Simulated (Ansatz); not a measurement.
Be₂I₅⁻, 7 atoms. Hardware: 4 threads of Arm Neoverse V2 on a shared host.

In the def2 sets I takes a core potential; there is no spin–orbit coupling. Correlated methods freeze 20 core orbitals; core or outer-core shells of I are correlated, in sets that lack core-valence functions.

Q: How many basis functions does each of these Ansatz runs have, and roughly what does it cost? RPA@PBE/def2-TZVPD, charge -1 singlet, energy, from earlier orbitals; r2SCAN-D4/def2-TZVPD, charge -1 singlet, energy, from earlier orbitals; MP2/def2-TZVPD, charge -1 singlet, energy, from earlier orbitals; r2SCAN-D4/def2-SVPD, charge -1 singlet, relaxation, 13 steps; PBE-QIDH/def2-TZVPD, charge -1 singlet, energy, from earlier orbitals; PBE0-D4/def2-TZVPD, charge -1 singlet, energy, from earlier orbitals; B3LYP-D4/def2-TZVPD, charge -1 singlet, energy, from earlier orbitals; PBE-D4/def2-TZVPD, charge -1 singlet, energy and forces, from earlier orbitals.

A: Other jobs shared the machine, so times can vary by a factor of up to 3. A dash marks memory too small to be measured apart from the calling script's.

```csv
run,functions,fitting or Cholesky vectors,wall time,peak host memory (GiB)
"PBE-D4/def2-TZVPD, charge -1 singlet, energy and forces, from earlier orbitals",339,2384,9 s,0.75
"B3LYP-D4/def2-TZVPD, charge -1 singlet, energy, from earlier orbitals",339,2529,15 s,1.8
"r2SCAN-D4/def2-TZVPD, charge -1 singlet, energy, from earlier orbitals",339,2384,15 s,0.81
"PBE0-D4/def2-TZVPD, charge -1 singlet, energy, from earlier orbitals",339,2609,16 s,1.8
"MP2/def2-TZVPD, charge -1 singlet, energy, from earlier orbitals",339,3009,19 s,1.9
"RPA@PBE/def2-TZVPD, charge -1 singlet, energy, from earlier orbitals",339,3009,27 s,1.9
"PBE-QIDH/def2-TZVPD, charge -1 singlet, energy, from earlier orbitals",339,3009,27 s,2
"r2SCAN-D4/def2-SVPD, charge -1 singlet, relaxation, 13 steps",199,2209,69 s,–
```
